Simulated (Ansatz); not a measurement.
Cartesian coordinates (Å):
SMILES: N=C=CO
```xyz
7

N      1.3328     1.0339    -0.6355
C      0.4571     0.2180    -0.3533
C     -0.6014    -0.5221    -0.1323
O     -1.3727    -0.5059     1.0149
H      2.2799     0.7495    -0.3723
H     -0.9159    -1.2627    -0.8519
H     -1.1798     0.2893     1.5244
```
Charge 0, multiplicity 1.

Calculation: frozen-core CCSD(T)/cc-pVQZ // B3LYP-D3(BJ)/def2-TZVP (Ansatz, a first-principles code).

| Property | Value |
|---|---|
| HF energy | -206.80859 Ha |
| MP2 correlation energy | -0.80114 Ha |

### Question
Estimate the CCSD correlation energy, the (T) correction, the total energy and the T1 diagnostic.

### Answer

```json
{
 "CCSD correlation energy": "-0.80782 Ha",
 "(T) correction": "-0.03911 Ha",
 "CCSD(T) total energy": "-207.65552 Ha",
 "T1 diagnostic": "0.014"
}
```
